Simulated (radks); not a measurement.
Spherical jellium clusters: N electrons in a uniform positive sphere of charge N and radius rs N^(1/3), rs = 2.2 bohr. Method: non-relativistic Kohn-Sham, LDA (Slater exchange, Perdew-Wang correlation), spin-polarised, spherical densities; computed with a radial shooting solver with Libxc functionals. Levels are named by radial order and angular momentum (1s, 1p, 1d, 2s, ...), and open shells are averaged over m. At N = 8 the configuration is 1s2 1p6. The background grows by one charge. Does electron 9 go into 2s up or 1d up?

Answer. Into 1d up. The total energies of the other choices lie higher by 0.0229 eV (2s up).
